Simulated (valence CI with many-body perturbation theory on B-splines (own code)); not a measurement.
Energy levels of Se29+

Level of theory: relativistic CI+MBPT: three valence electrons over a frozen Dirac-Fock core [He], a basis of 11 s, 11 p, 9 d, 7 f, 5 g, 2 h, 1 i functions for each j, with the one-electron correlation potential Σ1, the two-electron term Σ2, the three-electron term Σ3, Breit, model QED; selected CI, second order for the rest (own B-spline code, finite nucleus).

The last digits are not significant, and no measured levels were compared; by estimate large intervals hold to a few tenths of a per cent, small ones and those within an open d or f shell to about a per cent.

Levels 1 to 45 of 94, with energies above the lowest level, (2s^2 2p1/2) J=1/2. "Leading %" is the weight of the configuration and term that name the level; weights of strongly mixed levels are sums over their largest components and can fall short. In the jj column 3d3/2^4 stands for four electrons in 3d with j = 3/2. Lifetimes count E1, E2, E3, M1 and M2 decay at the calculated energies, and are blank where another channel may lead or the interval is too uncertain; long ones can be off by a factor of two.

| No. | Configuration | Term | J | E (× 10³ cm⁻¹) | Leading % | Second component | g | Lifetime | Leading jj |
| --- | --- | --- | --- | --- | --- | --- | --- | --- | --- |
| 1 | 2s2.2p | 2P° | 1/2 | 0.00 | 99 |  | 0.657 |  | 2s^2 2p1/2 (99 %) |
| 2 | 2s2.2p | 2P° | 3/2 | 383.77 | 98 |  | 1.327 | 1.98 μs | 2s^2 2p3/2 (98 %) |
| 3 | 2s.2p2 | 4P | 1/2 | 634.46 | 86 | 12 % 2s.2p2 2S | 2.528 | 1.21 ns | 2s 2p1/2^2 (80 %) |
| 4 | 2s.2p2 | 4P | 3/2 | 867.01 | 98 |  | 1.709 | 13.6 ns | 2s 2p1/2 2p3/2 (96 %) |
| 5 | 2s.2p2 | 4P | 5/2 | 990.09 | 76 | 24 % 2s.2p2 2D | 1.495 | 1.53 ns | 2s 2p1/2 2p3/2 (82 %) |
| 6 | 2s.2p2 | 2D | 3/2 | 1255.1 | 85 | 15 % 2s.2p2 2P | 0.878 | 28.0 ps | 2s 2p1/2 2p3/2 (92 %) |
| 7 | 2s.2p2 | 2P | 1/2 | 1340.3 | 72 | 18 % 2s.2p2 2S | 1.097 | 12.3 ps | 2s 2p1/2 2p3/2 (76 %) |
| 8 | 2s.2p2 | 2D | 5/2 | 1420.0 | 76 | 24 % 2s.2p2 4P | 1.291 | 86.6 ps | 2s 2p3/2^2 (82 %) |
| 9 | 2s.2p2 | 2S | 1/2 | 1750.6 | 70 | 25 % 2s.2p2 2P | 1.691 | 14.6 ps | 2s 2p3/2^2 (91 %) |
| 10 | 2s.2p2 | 2P | 3/2 | 1762.0 | 84 | 14 % 2s.2p2 2D | 1.260 | 9.57 ps | 2s 2p3/2^2 (89 %) |
| 11 | 2p3 | 4S° | 3/2 | 2021.2 | 57 | 27 % 2p3 2P° | 1.625 | 14.1 ps | 2p1/2^2 2p3/2 (86 %) |
| 12 | 2p3 | 2D° | 3/2 | 2313.6 | 60 | 34 % 2p3 4S° | 1.234 | 14.7 ps | 2p1/2 2p3/2^2 (90 %) |
| 13 | 2p3 | 2D° | 5/2 | 2400.2 | 100 |  | 1.193 | 18.6 ps | 2p1/2 2p3/2^2 (100 %) |
| 14 | 2p3 | 2P° | 1/2 | 2589.6 | 99 |  | 0.657 | 10.1 ps | 2p1/2 2p3/2^2 (99 %) |
| 15 | 2p3 | 2P° | 3/2 | 2867.5 | 65 | 25 % 2p3 2D° | 1.256 | 9.58 ps | 2p3/2^3 (95 %) |
| 16 | 2s2.3s | 2S | 1/2 | 14901 | 96 |  | 1.999 | 113 fs | 2s^2 3s (96 %) |
| 17 | 2s2.3p | 2P° | 1/2 | 15152 | 93 |  | 0.667 | 1.79 ps | 2s^2 3p1/2 (93 %) |
| 18 | 2s2.3p | 2P° | 3/2 | 15259 | 92 |  | 1.336 | 1.36 ps | 2s^2 3p3/2 (92 %) |
| 19 | 2s.2p.3s | 4P° | 1/2 | 15396 | 92 | 5 % 2s.2p.3s 2P° | 2.526 | 113 fs | 2s 2p1/2 3s (97 %) |
| 20 | 2s.2p.3s | 4P° | 3/2 | 15467 | 80 | 16 % 2s.2p.3s 2P° | 1.651 | 104 fs | 2s 2p1/2 3s (85 %) |
| 21 | 2s2.3d | 2D | 3/2 | 15483 | 96 |  | 0.797 | 15.3 fs | 2s^2 3d3/2 (96 %) |
| 22 | 2s2.3d | 2D | 5/2 | 15516 | 96 |  | 1.198 | 16.5 fs | 2s^2 3d5/2 (96 %) |
| 23 | 2s.2p.3s | 2P° | 1/2 | 15552 | 93 |  | 0.736 | 161 fs | 2s 2p1/2 3s (90 %) |
| 24 | 2s.2p.3p | 4D | 1/2 | 15613 | 75 | 20 % 2s.2p.3p 2P | 0.211 | 173 fs | 2s 2p1/2 3p1/2 (98 %) |
| 25 | 2s.2p.3p | 4D | 3/2 | 15677 | 62 | 20 % 2s.2p.3p 2P | 1.208 | 165 fs | 2s 2p1/2 3p1/2 (86 %) |
| 26 | 2s.2p.3p | 4P | 3/2 | 15769 | 26 | 21 % 2s.2p.3p 4S | 1.454 | 112 fs | 2s 2p1/2 3p3/2 (95 %) |
| 27 | 2s.2p.3s | 4P° | 5/2 | 15770 | 98 |  | 1.594 | 86.1 fs | 2s 2p3/2 3s (98 %) |
| 28 | 2s.2p.3p | 4P | 1/2 | 15787 | 61 | 19 % 2s.2p.3p 2S | 2.118 | 113 fs | 2s 2p1/2 3p1/2 (87 %) |
| 29 | 2s.2p.3p | 2P | 1/2 | 15818 | 51 | 21 % 2s.2p.3p 4P | 1.167 | 48.2 fs | 2s 2p1/2 3p3/2 (84 %) |
| 30 | 2s.2p.3p | 4D | 5/2 | 15824 | 73 | 14 % 2s.2p.3p 4P | 1.378 | 1.65 ps | 2s 2p1/2 3p3/2 (84 %) |
| 31 | 2s.2p.3p | 2D | 3/2 | 15861 | 54 | 21 % 2s.2p.3p 4S | 1.233 | 50.9 fs | 2s 2p1/2 3p3/2 (89 %) |
| 32 | 2s.2p.3s | 2P° | 3/2 | 15866 | 85 | 12 % 2s.2p.3s 4P° | 1.375 | 104 fs | 2s 2p3/2 3s (96 %) |
| 33 | 2s.2p.3d | 4F° | 3/2 | 15922 | 81 | 9 % 2s.2p.3d 2D° | 0.504 | 98.4 fs | 2s 2p1/2 3d3/2 (97 %) |
| 34 | 2s.2p.3d | 4F° | 5/2 | 15971 | 74 | 17 % 2s.2p.3d 4D° | 1.089 | 48.6 fs | 2s 2p1/2 3d3/2 (50 %) |
| 35 | 2s.2p.3d | 4P° | 5/2 | 16024 | 44 | 24 % 2s.2p.3d 2D° | 1.373 | 21.2 fs | 2s 2p1/2 3d5/2 (68 %) |
| 36 | 2s.2p.3d | 4F° | 7/2 | 16047 | 62 | 26 % 2s.2p.3d 4D° | 1.271 | 26.8 fs | 2s 2p1/2 3d5/2 (85 %) |
| 37 | 2s.2p.3d | 4D° | 3/2 | 16048 | 51 | 28 % 2s.2p.3d 4P° | 1.307 | 13.3 fs | 2s 2p1/2 3d3/2 (58 %) |
| 38 | 2s.2p.3p | 4P | 3/2 | 16052 | 51 | 19 % 2s.2p.3p 2P | 1.576 | 130 fs | 2s 2p3/2 3p1/2 (95 %) |
| 39 | 2s.2p.3d | 4D° | 1/2 | 16052 | 76 | 15 % 2s.2p.3d 2P° | 0.302 | 10.7 fs | 2s 2p1/2 3d3/2 (86 %) |
| 40 | 2s.2p.3p | 4P | 5/2 | 16073 | 42 | 36 % 2s.2p.3p 2D | 1.399 | 88.7 fs | 2s 2p3/2 3p1/2 (90 %) |
| 41 | 2s.2p.3p | 4D | 7/2 | 16108 | 100 |  | 1.424 | 36.0 ps | 2s 2p3/2 3p3/2 (100 %) |
| 42 | 2s.2p.3d | 2D° | 3/2 | 16114 | 42 | 29 % 2s.2p.3d 2P° | 1.029 | 21.9 fs | 2s 2p1/2 3d5/2 (45 %) |
| 43 | 2s.2p.3p | 2P | 3/2 | 16134 | 42 | 38 % 2s.2p.3p 4S | 1.539 | 69.2 fs | 2s 2p3/2 3p3/2 (94 %) |
| 44 | 2s.2p.3d | 2F° | 5/2 | 16135 | 64 | 12 % 2s.2p.3d 2D° | 1.028 | 20.2 fs | 2s 2p1/2 3d5/2 (76 %) |
| 45 | 2s.2p.3s | 2P° | 1/2 | 16141 | 95 |  | 0.714 | 77.8 fs | 2s 2p3/2 3s (88 %) |

The ionisation energy to 2s2 1S_0 of the next ion comes out as 3302.8 eV (NIST: 3301.8 ± 2.1 eV (semi-empirical)). All 94 levels together are meant to be complete up to 17165 × 10³ cm⁻¹.
